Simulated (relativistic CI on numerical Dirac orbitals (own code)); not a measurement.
**One change at a time: Tm⁴⁴⁺**

Base calculation: Dirac-Coulomb-Breit CI, separate exchange-only KLI orbitals for each configuration, model QED (radiative potential, 1s self-energy scaled to tabulated hydrogen-like ionisation energies), unscaled Slater integrals.

CI space (outside the closed core [Ne]): 3s2 3p6 3d7, 3s2 3p5 3d8, 3s2 3p4 3d9, 3s 3p6 3d8, 3p6 3d9, 3s 3p5 3d9, 3s2 3p6 3d6 4s, 3s2 3p6 3d6 4p, 3s2 3p4 3d8 4s, 3s2 3p6 3d6 4d, 3s2 3p4 3d8 4p, 3s2 3p5 3d7 4s, 3s2 3p6 3d6 4f, 3s2 3p5 3d7 4p, 3s2 3p6 3d5 4s2, 3s 3p6 3d7 4s. Levels of other configurations are missing.

The lowest level and the first level of each name with at least 55 % of one term (blank where a level has no safe partner in the second run):

```csv
Level,Base (eV),Shift (eV)
3s2 3p6 3d7 4F_9/2,0.000,0.000
3s2 3p6 3d7 4F_7/2,45.847,+0.013
3s2 3p6 3d7 4P_5/2,56.730,+0.011
3s2 3p6 3d7 2H_11/2,60.524,+0.010
3s2 3p6 3d7 2F_5/2,71.085,+0.006
3s2 3p6 3d7 2D_3/2,86.819,+0.004
3s2 3p6 3d7 4F_5/2,98.815,+0.024
3s2 3p5 3d8 4G°_11/2,355.861,-0.110
3s2 3p5 3d8 2D°_5/2,366.879,-0.108
3s2 3p5 3d8 2F°_7/2,367.809,-0.109
3s2 3p5 3d8 4F°_9/2,374.496,-0.105
3s2 3p5 3d8 4G°_9/2,410.331,-0.108
3s2 3p5 3d8 2H°_11/2,431.457,-0.108
3s2 3p5 3d8 2G°_7/2,433.531,-0.105
```

At this charge energies of transitions that change n are usually good to better than 1 %, and those within a shell (Δn = 0) to a few per cent.

Problem. One thing was changed in a second run, which moved the levels as shown. Which?
A. one mean potential for all configurations
B. valence Slater integrals scaled by 0.9
C. Breit term removed
D. QED terms removed
E. configuration mixing switched off

Solution. A. One mean potential for all configurations. One potential for all configurations removes the relaxation of the orbitals, which moves whole configurations and changes the integrals a little.

LS names give the leading component of a level, which can be under half, so a name can repeat, a term be missing and a line seem to break the LS rules.
